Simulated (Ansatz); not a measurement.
Reaction (ligand exchange at the Si–S bond): `CO[SiH]([SiH3])S` + H–F → `CO[SiH](F)[SiH3]` + H₂S

Program: Ansatz. Geometries: PBE0-D4/def2-TZVP. ΔE: electronic, gas phase. CCSD(T)/CBS adds triple-zeta CCSD(T) − MP2 to the extrapolated MP2 energy (def2 sets, frozen cores). This one scheme is used for every species. DFT in def2-TZVPP. One conformer a species, not always the lowest.

`CO[SiH]([SiH3])S`:

```xyz
13

C    -0.393   -0.816   -2.171
O    -0.518   -0.006   -1.021
Si    0.052   -0.436    0.456
Si   -0.481    1.321    1.897
S     2.160   -0.815    0.476
H    -0.881   -1.786   -2.027
H     0.659   -0.986   -2.421
H    -0.876   -0.301   -3.002
H    -0.498   -1.758    0.868
H    -0.162    0.921    3.293
H     0.347    2.504    1.536
H    -1.919    1.688    1.809
H     2.510    0.471    0.307
```

H–F:

```xyz
2

F    -0.046    0.231    0.395
H     0.046   -0.231   -0.395
```

`CO[SiH](F)[SiH3]`:

Cartesian coordinates in Å:
```
C -1.234 -1.182 -1.521
O -0.625 -0.730 -0.329
Si 0.203 0.663 -0.171
F -0.792 1.920 -0.262
Si 1.210 0.619 1.938
H -0.622 -0.949 -2.399
H -1.354 -2.265 -1.456
H -2.220 -0.725 -1.647
H 1.131 0.824 -1.325
H 2.188 -0.500 1.994
H 1.932 1.896 2.180
H 0.183 0.429 2.996
```

H₂S:

Z-matrix (Å, degrees):
```
S
H 1 1.341
H 1 1.341 2 92.3
```

```csv
level,ΔE (kJ/mol)
CAM-B3LYP-D4,-87.0
r2SCAN,-77.0
```

Problem. What does CCSD(T)/CBS give? (Estimate.)

Solution. The calculation gave: -72.6 kJ/mol. The listed levels differ from it by -14.4, -4.4 kJ/mol.

Largest T1 diagnostic among the species: 0.012.

In def2-TZVPP, CCSD(T) changes the Hartree–Fock value by +26.3 kJ/mol (the triples alone add +5.1 kJ/mol) and MP2 by +33.0 kJ/mol. Leaving LDA and LC-ωPBE aside and taking each functional with its dispersion term where it has one, the values, not all of them listed here, spread over 29.4 kJ/mol, from CAM-B3LYP-D4 to revPBE-D4. From BLYP to BHLYP (50 % exact exchange), in def2-TZVPP and without D4, ΔE moves by −3.5 kJ/mol.
